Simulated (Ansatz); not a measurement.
C5H12, triplet, at the geometry of the source list (a higher spin typed on purpose: for a closed-shell molecule this is an excited state); CCSD(T)/STO-3G run with Ansatz (a program for electronic structure).

Ansatz was given this input:
Ansatz 0.2 input:
```yaml
crystal:
  periodic: [false, false, false]
  atoms:
    - {symbol: C, position_ang: [-0.34720000, -0.45630000, 1.41800000]}
    - {symbol: C, position_ang: [0.00000000, -0.00000000, -0.00000000]}
    - {symbol: C, position_ang: [0.13620000, 1.52320000, -0.02650000]}
    - {symbol: C, position_ang: [-1.11060000, -0.42940000, -0.96000000]}
    - {symbol: C, position_ang: [1.32160000, -0.63760000, -0.43150000]}
    - {symbol: H, position_ang: [-1.28560000, -0.01290000, 1.74410000]}
    - {symbol: H, position_ang: [-0.44850000, -1.53870000, 1.45810000]}
    - {symbol: H, position_ang: [0.43180000, -0.16000000, 2.11730000]}
    - {symbol: H, position_ang: [0.38330000, 1.86840000, -1.02820000]}
    - {symbol: H, position_ang: [-0.79500000, 1.99640000, 0.27780000]}
    - {symbol: H, position_ang: [0.92240000, 1.84940000, 0.65100000]}
    - {symbol: H, position_ang: [-2.06060000, 0.01440000, -0.66980000]}
    - {symbol: H, position_ang: [-1.22350000, -1.51140000, -0.95580000]}
    - {symbol: H, position_ang: [-0.88220000, -0.11370000, -1.97580000]}
    - {symbol: H, position_ang: [1.24540000, -1.72280000, -0.41930000]}
    - {symbol: H, position_ang: [2.12580000, -0.34400000, 0.23980000]}
    - {symbol: H, position_ang: [1.58670000, -0.32500000, -1.43930000]}
basis:
  gaussian:
    orbitals: STO-3G
magnetization: {spin_polarized: true, initial_magnetization: 2}
correlation: {method: ccsd_t}
```

It wrote (shortened):

```
Functional definition: HF
526 factors; integrals over basis functions are off by at most 2.7e-5 eV
mean field evaluation 1: about -5259.9643 eV, gradient 1.2e1 eV
mean field evaluation 2: about -5260.3983 eV, gradient 1.2e1 eV
mean field evaluation 4: about -5262.2123 eV, gradient 2.3e0 eV
mean field evaluation 8: about -5262.5213 eV, gradient 1.1e0 eV
mean field evaluation 16: about -5264.5652 eV, gradient 1.0e-1 eV
mean field evaluation 32: about -5264.5663 eV, gradient 1.8e-1 eV
mean field evaluation 64: about -5264.5654 eV, gradient 2.5e-6 eV
mean field evaluation 96: about -5262.4062 eV, gradient 1.6e-2 eV
mean field evaluation 128: about -5264.2726 eV, gradient 2.1e0 eV
mean field evaluation 160: about -5263.5415 eV, gradient 7.4e-4 eV
mean field evaluation 192: about -5262.1569 eV, gradient 6.7e-1 eV
mean field evaluation 224: about -5263.1235 eV, gradient 1.5e-1 eV
mean field -5264.56662194 eV, -193.4692549047 hartree, gradient 1.0e-5 eV, S^2 2.021257; 9 other end points of the search recorded, 0 dependent functions left out
determinant -5264.56662194 eV, -193.4692549047 hartree, with singles and doubles -5274.03846207 eV, -193.8173386095 hartree
determinant -5264.56540005 eV, -193.4692100014 hartree, with singles and doubles -5274.03713771 eV, -193.8172899402 hartree
determinant -5264.56528306 eV, -193.4692057020 hartree, with singles and doubles -5274.03736129 eV, -193.8172981564 hartree
determinant -5263.54183272 eV, -193.4315945955 hartree, with singles and doubles -5274.04220553 eV, -193.8174761791 hartree
determinant -5263.54149123 eV, -193.4315820463 hartree, with singles and doubles -5274.04183515 eV, -193.8174625677 hartree
determinant -5263.54136574 eV, -193.4315774343 hartree, with singles and doubles -5274.04182791 eV, -193.8174623019 hartree
determinant -5262.40631050 eV, -193.3898649236 hartree, with singles and doubles -5272.61823114 eV, -193.7651460854 hartree
determinant -5262.16330455 eV, -193.3809346198 hartree, with singles and doubles -5271.92078085 eV, -193.7395152598 hartree
determinant -5262.16256604 eV, -193.3809074803 hartree, with singles and doubles -5271.91997930 eV, -193.7394858037 hartree
determinant -5264.56662194 eV, -193.4692549047 hartree, with singles and doubles -5274.56975783 eV, -193.8368633686 hartree
determinant -5264.56540005 eV, -193.4692100014 hartree, with singles and doubles -5274.56945638 eV, -193.8368522906 hartree
determinant -5264.56528306 eV, -193.4692057020 hartree, with singles and doubles -5274.56961128 eV, -193.8368579830 hartree
determinant -5263.54183272 eV, -193.4315945955 hartree, with singles and doubles -5274.49660508 eV, -193.8341750545 hartree
determinant -5263.54149123 eV, -193.4315820463 hartree, with singles and doubles -5274.49649899 eV, -193.8341711557 hartree
determinant -5263.54136574 eV, -193.4315774343 hartree, with singles and doubles -5274.49646614 eV, -193.8341699487 hartree
determinant -5262.40631050 eV, -193.3898649236 hartree, with singles and doubles -5272.87031925 eV, -193.7744101524 hartree
determinant -5262.16330455 eV, -193.3809346198 hartree, with singles and doubles -5272.39018095 eV, -193.7567653955 hartree
determinant -5262.16256604 eV, -193.3809074803 hartree, with singles and doubles -5272.38934454 eV, -193.7567346581 hartree
5 core orbitals not correlated
reference -5264.56662194 eV, -193.4692549047 hartree; 17, 15 occupied and 15, 17 virtual orbitals, 526 factors
second order -6.73377645 eV of doubles, -0.00000000 eV of singles
cycle   1  -10.00313614 eV  change   -2.4e-7 eV  update   5.3e-6
cycle   2  -10.00313919 eV  change   -3.1e-6 eV  update   4.4e-6
perturbative correction -0.71825903 eV, -0.0263955326 hartree
Total energy: -5275.28802016 eV, -193.8632590223 hartree
```
